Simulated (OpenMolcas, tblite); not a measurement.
# A ladder of methods for BGeNH6 (SMILES B[NH][GeH3])

BGeNH6: 9 atoms, total charge 0, spin state singlet. As SMILES, `B[NH][GeH3]`. Geometry: relaxed at PBE0-D4/def2-TZVP.

Each level gives the electronic atomisation energy (eV). The values are calculated. Electronic energies at fixed atoms, without zero-point motion or spin-orbit coupling.

| level | kind | program | value (eV) | less CCSD(T)/6-31G* | CPU time (all runs) |
| --- | --- | --- | --- | --- | --- |
| GFN2-xTB | semi-empirical | tblite | 29.10 | +2.92 | 2.2 s |
| HF/6-31G* (spherical functions) | Hartree–Fock | OpenMolcas | 21.54 | -4.64 | 16 s |
| SVWN5/6-31G* (spherical functions) | LDA | OpenMolcas | 33.21 | +7.03 | 38 s |
| BLYP/6-31G* (spherical functions) | GGA | OpenMolcas | 29.00 | +2.82 | 51 s |
| PBE/6-31G* (spherical functions) | GGA | OpenMolcas | 29.41 | +3.23 | 51 s |
| TPSS/6-31G* (spherical functions) | meta-GGA | OpenMolcas | 29.83 | +3.65 | 65 s |
| PBE0/6-31G* (spherical functions) | global hybrid | OpenMolcas | 29.09 | +2.91 | 44 s |
| CCSD(T)/6-31G* (spherical functions) | coupled cluster or CI | OpenMolcas | 26.18 | 0.00 | 42 s |

CCSD(T)/6-31G* (spherical functions) is the highest level here, not the true value. All-electron rows without a relativistic Hamiltonian named are non-relativistic. The values span 21.54 to 33.21 eV. In the correlated wave-function rows the outer d shell of Ge is correlated, in sets not made for it. Times are those of the runs behind each value, whatever else they computed, on shared processors of several kinds: orders of magnitude only.
